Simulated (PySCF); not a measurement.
HfO, SMILES [O]=[Hf], multiplicity 1.

The structure is a stationary point at PBE0-D3(BJ)/def2-TZVPD. The multiplicity is an assumed one; other spin states were not compared. The def2 effective core potentials stand for the cores of Hf; spin–orbit coupling is left out.

All values below come from TDA-PBE0/def2-TZVPD in PySCF.

Vertical excitations; the highest root listed may be one member of a degenerate set. Gas-phase values at a fixed geometry. State labels are in the subgroup C2v.

```tsv
state	symmetry	energy (eV)	λ (nm)	f	main pairs
S1	A2	2.03	611	0.000	HOMO→LUMO+1 (degenerate set)
S2	A1	2.03	611	0.000	HOMO→LUMO (degenerate set)
S3	B2	3.33	372	0.238	HOMO→LUMO+3 (degenerate set)
S4	B1	3.33	372	0.238	HOMO→LUMO+2 (degenerate set)
S5	A1	3.85	322	0.293	HOMO→LUMO+4 98 %
S6	B2	5.01	247	0.421	HOMO→LUMO+6 (degenerate set)
S7	B1	5.01	247	0.421	HOMO→LUMO+5 (degenerate set)
S8	B2	5.11	242	0.000	HOMO−3→LUMO+1, HOMO−2→LUMO (degenerate set)
S9	B1	5.11	242	0.000	HOMO−2→LUMO+1, HOMO−3→LUMO (degenerate set)
S10	A2	5.17	240	0.000	HOMO−1→LUMO+1 99 %
T1	A1	0.80	1541	0	HOMO→LUMO (degenerate set)
T2	A2	0.80	1541	0	HOMO→LUMO+1 (degenerate set)
T3	B2	1.94	640	0	HOMO→LUMO+3 (degenerate set)
T4	B1	1.94	640	0	HOMO→LUMO+2 (degenerate set)
```
Triplets are in the Tamm–Dancoff approximation.
